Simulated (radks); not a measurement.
Question: Radial electron density D(r) = 4 pi r^2 rho(r) of an atom or ion with 22 electrons. Method: scalar-relativistic Kohn-Sham, Wu-Cohen GGA, spin-polarised, spherical densities, finite nucleus; Fermi nuclear charge, rms radius of each element as measured or else 0.836 A^(1/3) + 0.57 fm; computed with a radial shooting solver on a logarithmic mesh with Libxc functionals.

```
   r/bohr * D(r) (the largest magnitude, 28, reaches the edge; | marks zero)
 0.003432 | *
 0.003932 | *
 0.004505 |  *
 0.005161 |   *
 0.005913 |    *
 0.006774 |     *
 0.007761 |       *
 0.008891 |         *
  0.01019 |           *
  0.01167 |              *
  0.01337 |                 *
  0.01532 |                     *
  0.01755 |                         *
  0.02011 |                             *
  0.02304 |                                  *
  0.02639 |                                      *
  0.03024 |                                           *
  0.03464 |                                              *
  0.03969 |                                                 *
  0.04547 |                                                  *
   0.0521 |                                                  *
  0.05968 |                                                *
  0.06838 |                                              *
  0.07834 |                                          *
  0.08975 |                                       *
   0.1028 |                                      *
   0.1178 |                                      *
    0.135 |                                        *
   0.1546 |                                            *
   0.1772 |                                                 *
    0.203 |                                                     *
   0.2325 |                                                      *
   0.2664 |                                                   *
   0.3052 |                                             *
   0.3497 |                                    *
   0.4006 |                          *
    0.459 |                   *
   0.5259 |               *
   0.6025 |               *
   0.6903 |                 *
   0.7908 |                   *
    0.906 |                   *
    1.038 |                 *
    1.189 |              *
    1.363 |          *
    1.561 |      *
    1.788 |    *
    2.049 |  *
    2.347 | *
    2.689 | *
    3.081 | *
     3.53 |*
    4.044 |*
    4.634 |*
    5.309 *
    6.082 *
    6.968 *
    7.983 *
    9.146 *
    10.48 *
    12.01 *
```

What is the nuclear charge?

Answer: Z = 22. The innermost maximum, from 1s, lies near gamma/Z bohr with gamma = sqrt(1 - (Z/c)^2) = 0.987, here 0.0449 bohr (found: 0.0481), and its height grows with Z. The density is that of neutral titanium in [Ar] 3d2 4s2; the configuration itself is not fixed sharply by these data, and Z only to about a unit. D(r) has 3 maxima, at r = 0.0481, 0.227, 0.871 bohr, and minima at 0.109, 0.570 bohr, inside which lie 2.13, 10.45 electrons.
